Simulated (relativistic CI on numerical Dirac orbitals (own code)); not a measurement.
## F II: calculation against measurement

Calculated at this level of theory: Dirac-Coulomb-Breit CI, orbitals from a KLI potential per configuration, model QED, valence Slater integrals scaled by 0.85, P86 correlation energy added to each configuration (own radial code, finite nucleus).

CI space (outside the closed core 1s2): 2s2 2p4, 2s 2p5, 2s2 2p3 3s, 2s2 2p3 3p, 2p6, 2s2 2p3 3d, 2s2 2p3 4s, 2s2 2p3 4p, 2s2 2p3 4d, 2s2 2p3 4f, 2s2 2p3 5s, 2s2 2p3 5p, 2s2 2p3 5d, 2s2 2p3 5f, 2s2 2p3 5g, 2s2 2p2 3s2, 2s2 2p2 3s 3p, 2s2 2p2 3p2, 2s2 2p2 3s 3d. Levels of other configurations are missing.

```
Configuration  Term (tabulated)  J  Measured (cm⁻¹)  Computed  Error  Purity (%)
      2s2 2p4                3P  2              0.0         0      0         100
      2s2 2p4                3P  1            341.1       335     -6         100
      2s2 2p4                3P  0            489.7       481     -9         100
      2s2 2p4                1D  2          20873.4     19581  -1292         100
      2s2 2p4                1S  0          44918.1     38262  -6656          97
       2s 2p5             3P° †  2         164797.9    177110  12313          98
       2s 2p5             3P° †  1         165106.7    177412  12306          98
       2s 2p5             3P° †  0         165279.2    177579  12299          98
   2s2 2p3 3s               5S°  2         176493.9    175999   -495         100
   2s2 2p3 3s               3S°  1         182864.4    181642  -1223         100
   2s2 2p3 3p                5P  1         202449.4    201679   -770         100
   2s2 2p3 3p                5P  2         202460.7    201691   -770         100
   2s2 2p3 3p                5P  3         202480.3    201710   -770         100
   2s2 2p3 3p                3P  1         207699.1    206304  -1395          99
   2s2 2p3 3p                3P  0         207702.0    206307  -1395          99
   2s2 2p3 3p                3P  2         207703.8    206310  -1394          99
   2s2 2p3 3s               3D°  3         211866.1    209046  -2820         100
   2s2 2p3 3s               3D°  2         211887.2    209069  -2818         100
   2s2 2p3 3s               3D°  1         211900.3    209084  -2817         100
   2s2 2p3 3s               1D°  2         215069.6    211879  -3190         100
   2s2 2p3 3s               1P°  1         227228.4    231872   4644          94
   2s2 2p3 3s               3P°  2         229550.1    230143    593          99
   2s2 2p3 3s               3P°  1         229551.8    230138    586          99
   2s2 2p3 3s               3P°  0         229554.5    230137    582          99
```

Measured levels from NIST Handbook of Basic Atomic Spectroscopic Data (Sansonetti and Martin, J. Phys. Chem. Ref. Data 34, 1559 (2005)); pairs were made by configuration, J and term (by order where the table uses no LS term), so strongly mixed levels may be paired wrongly.

Mean error by configuration (cm⁻¹): 2s2 2p4 -1991; 2s2 2p3 3s -696; 2s2 2p3 3p -1082. Over the excited levels the mean absolute error is 1711 cm⁻¹ (23 of the 23 excited levels that our extract of the source holds in range could be paired), and the median relative error of those above 1,000 cm⁻¹ is 0.67 %. † marks terms whose computed intervals miss the measured ones by more than a factor of 2.5, or configurations far off the rest, from wrong mixing, a near crossing or a doubtful label or measurement; they are left out of the means.

Transition probabilities of persistent lines. The last column rescales the computed rate by the cube of measured over computed energy:

```tsv
λ measured (Å)	Lower	Upper	A tabulated (s⁻¹)	A computed	A rescaled
605.67 vacuum	2s2 2p4 3P_2	2s 2p5 3P°_1	4.30e+09	2.60e+09	2.09e+09
606.29 vacuum	2s2 2p4 3P_1	2s 2p5 3P°_0	1.00e+10	6.17e+09	4.97e+09
606.80 vacuum	2s2 2p4 3P_2	2s 2p5 3P°_2	7.80e+09	4.61e+09	3.71e+09
606.92 vacuum	2s2 2p4 3P_1	2s 2p5 3P°_1	2.60e+09	1.53e+09	1.23e+09
607.47 vacuum	2s2 2p4 3P_0	2s 2p5 3P°_1	3.30e+09	2.03e+09	1.64e+09
608.06 vacuum	2s2 2p4 3P_1	2s 2p5 3P°_2	2.50e+09	1.53e+09	1.23e+09
3847.09 air	2s2 2p3 3s 5S°_2	2s2 2p3 3p 5P_3	1.30e+08	1.38e+08	1.42e+08
3849.99 air	2s2 2p3 3s 5S°_2	2s2 2p3 3p 5P_2	1.30e+08	1.37e+08	1.42e+08
3851.67 air	2s2 2p3 3s 5S°_2	2s2 2p3 3p 5P_1	1.30e+08	1.37e+08	1.42e+08
4024.73 air	2s2 2p3 3s 3S°_1	2s2 2p3 3p 3P_2	1.20e+08	1.29e+08	1.32e+08
4025.49 air	2s2 2p3 3s 3S°_1	2s2 2p3 3p 3P_1	1.20e+08	1.29e+08	1.32e+08
```
